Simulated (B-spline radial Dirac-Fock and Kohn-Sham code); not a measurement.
Successive ionisation energies of palladium: Dirac-Fock against NIST

Level of theory: ΔSCF Dirac-Fock with Breit, self-energy and vacuum polarisation, finite nucleus, configuration average; a radial B-spline solver. Each value is the difference of the configuration-average energies of two neighbouring ions in their tabulated ground configurations. Correlation energy is missing from these numbers. NIST's values refer to the lowest levels; many for high charge states are themselves semi-empirical or theoretical. Where a p, d or f shell is open in either ion the computed value averages over both j values and all terms, while the table refers to the lowest levels; that difference holds spin-orbit splitting (largest in heavy or highly charged ions), term energies where several electrons share open shells, and correlation, and it can reach 10 % or more.

```tsv
ion	configuration	computed (eV)	NIST (eV)	kind	NIST − computed (eV)
Pd³⁰⁺	[Ne] 3s2 3p4	1794.0	1781.3 ± 2.3	semi-empirical	-12.67
Pd³¹⁺	[Ne] 3s2 3p3	1864.2	1869 ± 7	semi-empirical	+4.80
Pd³²⁺	[Ne] 3s2 3p2	1935.3	1962 ± 4	semi-empirical	+26.68
Pd³³⁺	[Ne] 3s2 3p1	2007.3	2016 ± 9	semi-empirical	+8.66
Pd³⁴⁺	[Ne] 3s2	2174.0	2181 ± 3	semi-empirical	+6.99
Pd³⁵⁺	[Ne] 3s1	2248.1	2248.87 ± 0.07	semi-empirical	+0.82
Pd³⁶⁺	[He] 2s2 2p6	5332.2	5284 ± 3	semi-empirical	-48.19
Pd³⁷⁺	[He] 2s2 2p5	5530.7	5475 ± 9	semi-empirical	-55.73
Pd³⁸⁺	[He] 2s2 2p4	5732.3	5683 ± 11	semi-empirical	-49.26
Pd³⁹⁺	[He] 2s2 2p3	5936.8	5880 ± 40	semi-empirical	-56.79
Pd⁴⁰⁺	[He] 2s2 2p2	6144.3	6242 ± 7	semi-empirical	+97.68
Pd⁴¹⁺	[He] 2s2 2p1	6354.8	6469 ± 5	semi-empirical	+114.16
Pd⁴²⁺	[He] 2s2	6752.0	6759 ± 6	semi-empirical	+7.04
Pd⁴³⁺	[He] 2s1	6942.9	6943.097 ± 0.022	theoretical	+0.21
Pd⁴⁴⁺	1s2	28773.8	28776.03 ± 0.014	theoretical	+2.19
Pd⁴⁵⁺	1s1	29622.8	29622.68 ± 0.007	theoretical	-0.10
```

**Question.** Where in this range is the largest relative jump, and why?

**Answer.** From Pd⁴³⁺ (6942.9 eV) to Pd⁴⁴⁺ (28773.8 eV), a factor of 4.14. The configuration goes from [He] 2s1 to 1s2, so the next electron comes out of a deeper subshell.
